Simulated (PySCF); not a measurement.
Electron correlation in In (indium, neutral)

Starting occupation: [Kr] 4d10 5s2 6s1, 6s1/2 with m_j = +1/2. Calculation: PySCF 2.14, in x2c-TZVPall-2c with one added diffuse shell each of s, p, d, f type (9s10p6d3f, 90 functions); X2C-1e with screened-nucleus spin-orbit coupling, Gaussian nucleus. Frozen: [Ar] 3d10; 21 electrons correlated; the 6 highest virtual spinors left out.

MP2 pair energies summed by pair of shells (mhartree):

| pair | energy | share (%) |
| --- | --- | --- |
| 4d3/2-4d5/2 | -87.18 | 21.6 |
| 4d5/2-4d5/2 | -62.86 | 15.6 |
| 4d5/2-5s1/2 | -42.97 | 10.6 |
| 4d3/2-5s1/2 | -28.04 | 6.9 |
| 4d5/2-4p3/2 | -27.26 | 6.8 |
| 4d3/2-4d3/2 | -26.46 | 6.6 |
| 5s1/2-5s1/2 | -22.79 | 5.6 |
| 4d3/2-4p3/2 | -18.33 | 4.5 |
| 4d5/2-4p1/2 | -13.43 | 3.3 |
| 4p1/2-4p3/2 | -9.98 | 2.5 |
| 4p3/2-4p3/2 | -9.85 | 2.4 |
| 4d3/2-4p1/2 | -8.61 | 2.1 |
| 4d5/2-4s1/2 | -8.31 | 2.1 |
| 4p3/2-4s1/2 | -6.92 | 1.7 |
| 5s1/2-6s1/2 | -6.21 | 1.5 |
| 4d3/2-4s1/2 | -5.50 | 1.4 |
| 4p3/2-5s1/2 | -4.89 | 1.2 |
| 4p1/2-4s1/2 | -3.47 | 0.9 |
| 4p1/2-4p1/2 | -2.30 | 0.6 |
| 4d5/2-6s1/2 | -2.19 | 0.5 |
| 4p1/2-5s1/2 | -2.16 | 0.5 |
| 4s1/2-4s1/2 | -1.68 | 0.4 |
| 4d3/2-6s1/2 | -1.42 | 0.4 |
| 4s1/2-5s1/2 | -0.64 | 0.2 |
| 4p3/2-6s1/2 | -0.21 | 0.1 |
| 4p1/2-6s1/2 | -0.09 | 0.0 |
| 4s1/2-6s1/2 | -0.03 | 0.0 |

Total MP2 correlation energy: -403.79 mhartree.

This basis was not built for core-valence correlation, so the inner-shell part is incomplete.
